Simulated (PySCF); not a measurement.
ethylene carbonate (C₃H₄O₃), SMILES O=C1OCCO1.

Geometry optimised at B3LYP-D3(BJ)/def2-SVP. One conformer was computed; it need not be the lowest.

All values below come from SMD-M06-2X/def2-SVP (PySCF).

Solvation free energies are E(SMD) − E(gas) at the gas-phase geometry, for 1 M in both phases. In vacuum the dipole moment is 5.40 D.

Rank water, chlorobenzene, toluene by solvation free energy, most negative first.

water (-8.4 kcal/mol), chlorobenzene (-7.4 kcal/mol), toluene (-5.4 kcal/mol)
